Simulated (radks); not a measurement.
Task: Neutral neon, [Ne]. Calculated with a radial shooting solver on a logarithmic mesh with Libxc functionals: non-relativistic Kohn-Sham, PBE, spin-polarised, spherical densities, point nucleus. Every spin shell is full or empty, so the densities are truly spherical. Functionals are evaluated on that one density, not self-consistently. Rank these exchange functionals by their error against the exact value of the orbitals, and give that value: LDA, B88, PBE, revPBE, PW91, PW86, SOGGA, r2SCAN, Tao-Mo, MVS.

Result: Exact: -12.0448 hartree. From best to worst, with 100 (|E| - |E exact|)/|E exact| (equal figures are ties): PBE -0.14, MVS +0.20, PW91 +0.26, r2SCAN +0.42, revPBE +0.43, B88 +0.44, Tao-Mo +0.55, PW86 +1.14, SOGGA -3.55, LDA -8.71.
